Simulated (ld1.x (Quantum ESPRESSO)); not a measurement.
## Plane-wave convergence, PAW potential for chlorine

ld1.x (Quantum ESPRESSO) 7.5 input, shortened:

```
&input
   title='Cl', zed=17., rel=0, dft='PZ', iswitch=3,
   config='[Ne] 3s1.75 3p5.25 3d-2'
 /
 &inputp
   pseudotype=3, lpaw=.true., tm=.true., lloc=-1, rcloc=1.20,
   nlcc=.true., new_core_ps=.true., rcore=1.00,
   which_augfun='PSQ', rmatch_augfun_nc=.true.
 /
5
3S  1  0   1.75   0.00  0.95  1.25  0.0
3S  1  0   0.00   2.05  0.95  1.25  0.0
3P  2  1   5.25   0.00  0.75  1.00  0.0
3P  2  1   0.00   0.60  0.75  1.00  0.0
3D  3  2  -2.00  -0.15  1.15  1.40  0.0
 &test
   configts(1)='3s1.75 3p5.25'
 /
```

The pseudo-atom Hamiltonian at the reference potential is diagonalised in spherical Bessel functions j_l(qr) that vanish at 20 bohr, with q² up to the cutoff. All-electron valence levels (Ry): 3s -1.5208, 3p -0.6507.

Problem. How do the lowest levels (Ry) of each channel move with the cutoff, and are there ghosts?

Solution.

| cutoff (Ry) | s #1 | p #1 | p #2 | p #3 | d #1 | d #2 | f #1 | Σ f·Δε (mRy) |
| --- | --- | --- | --- | --- | --- | --- | --- | --- |
| 8 | -1.4588 | -0.6040 | 0.0372 | 0.1214 | 0.0757 | 0.1693 | 0.1195 | 353.8 |
| 18 | -1.5104 | -0.6675 | 0.0359 | 0.1179 | 0.0756 | 0.1670 | 0.1195 | 106.4 |
| 30 | -1.5202 | -0.6680 | 0.0358 | 0.1179 | 0.0755 | 0.1658 | 0.1195 | 91.5 |
| 50 | -1.5207 | -3.1280 | -0.6453 | 0.0363 | 0.0755 | 0.1654 | 0.1195 | 29.2 |
| 70 | -1.5208 | -6.7281 | -0.6505 | 0.0362 | 0.0755 | 0.1654 | 0.1195 | 1.3 |
| 110 | -1.5209 | -7.5428 | -0.6507 | 0.0362 | 0.0755 | 0.1654 | 0.1195 | 0.3 |
| 400 | -1.5209 | -7.5699 | -0.6508 | 0.0362 | 0.0755 | 0.1654 | 0.1195 | 0.0 |

Result: ghost state, extra bound levels that the all-electron valence spectrum of the same l lacks: p at -103.0 eV (a true bound ghost makes a file unfit for plane-wave use); 10 mRy is reached at 55 Ry and 1 mRy at 90 Ry.
